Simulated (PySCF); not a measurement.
**Optical rotation: `F[C@H](Br)[C@@H]1C[C@H]1F`, C₄H₅BrF₂**

Geometry:
| atom | x (Å) | y (Å) | z (Å) |
| --- | --- | --- | --- |
| F1 | 1.180 | -1.041 | 1.323 |
| C2 | 1.365 | -0.485 | 0.104 |
| Br3 | 2.756 | 0.907 | 0.297 |
| C4 | 0.100 | 0.117 | -0.429 |
| C5 | -0.820 | 0.883 | 0.485 |
| C6 | -1.224 | -0.461 | -0.019 |
| F7 | -2.189 | -0.534 | -0.973 |
| H8 | 1.791 | -1.250 | -0.555 |
| H9 | 0.190 | 0.465 | -1.450 |
| H10 | -0.553 | 0.966 | 1.528 |
| H11 | -1.318 | 1.749 | 0.080 |
| H12 | -1.277 | -1.318 | 0.641 |

Computed, not measured: PySCF, TDDFT BHandHLYP/def2-SVPD circular dichroism and optical rotation, one conformer, gas phase. Geometry: GFN2-xTB.

The molecule is flexible and this is one conformer; a measurement averages over conformers. The calculation is non-relativistic, which matters for the atoms heavier than Zn.

Stereocentres: C2 R, C4 R, C6 R.

Task: What is the specific rotation at 633, 589.3, 546, 436, 405, 365, 355 nm?

Result: [α] in deg dm⁻¹ (g/mL)⁻¹:
```tsv
λ (nm)	origin-invariant length gauge	modified velocity gauge	length gauge (centre of mass)	isotropic polarisability (au)
633	-111.8	-112.5	-111.5	69.7
589.3	-131.3	-132.1	-130.9	70.0
546	-156.3	-157.2	-155.8	70.2
436	-268.3	-269.9	-267.6	71.5
405	-324.2	-326.0	-323.3	72.0
365	-429.3	-431.6	-428.2	73.0
355	-464.3	-466.8	-463.2	73.3
```

Task: And for the mirror image at 589.3 nm?

Result: +131.3 deg dm⁻¹ (g/mL)⁻¹ (origin-invariant length gauge): the same size and the opposite sign.

Task: What is the molar rotation [Φ] = [α]·M/100 of the geometry above at 589.3 nm?

Result: With M = 170.99 g/mol, -224.5 deg cm² dmol⁻¹ (origin-invariant length gauge).

The first excitation lies at 6.23 eV (199 nm) with R = -3.3 × 10⁻⁴⁰ esu² cm² (velocity form).
